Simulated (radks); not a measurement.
Results of a calculation; reference values are marked as such.
Successive ionisation energies (eV) of one element, from differences of total energies of ions in their ground configurations, starting at charge 22: 990.62, 1041.9, 1157.1, 1206.8, 2949.0, 3097.0, 3247.4, 3399.7, 3553.8, 3709.0, 3980.1, 4106.4, 17370.4, 17890.7. Code: a radial shooting solver on a logarithmic mesh with Libxc functionals. Model: scalar-relativistic Kohn-Sham, PBE, spin-unpolarised, spherical densities, point nucleus. Which element is it?

Answer. Krypton (Z = 36). The first species listed is Kr22+ in [Ne] 3s2 3p2, the last Kr35+ in 1s1.
